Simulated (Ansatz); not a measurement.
`NB(F)Br` + CH₄ → `CB(N)F` + HBr  (formal exchange of groups at a B–Br bond)

Calculated with Ansatz (gas phase, PBE0-D4/def2-TZVP geometries, no zero-point term in ΔE). CCSD(T)/CBS is the MP2 limit (def2-TZVPP, def2-QZVPP) plus CCSD(T) − MP2 in def2-TZVPP, frozen cores. This one scheme is used for every species. For Br outer-core shells are correlated without core-valence functions, which leaves a few kJ/mol of doubt a bond. Scalar relativity is left out up to krypton. One conformer a species, not always the lowest.

| species | CCSD(T)/CBS(def2) energy (Eh) |
| --- | --- |
| `NB(F)Br` | -2753.96125 |
| CH₄ | -40.46206 |
| `CB(N)F` | -220.47660 |
| HBr | -2573.91920 |

(1) Work out ΔE.

Largest T1 diagnostic among the species: 0.011.

Answers

(1) ΔE = (-220.47660) + (-2573.91920) − (-2753.96125) − (-40.46206) = 0.02751 Eh = +0.75 eV.

Leaving LDA and LC-ωPBE aside and taking each functional with its dispersion term where it has one, the values, not all of them listed here, spread over 0.07 eV, from CAM-B3LYP-D4 to r2SCAN-D4. LDA lies −0.05 eV from PBE without D4.
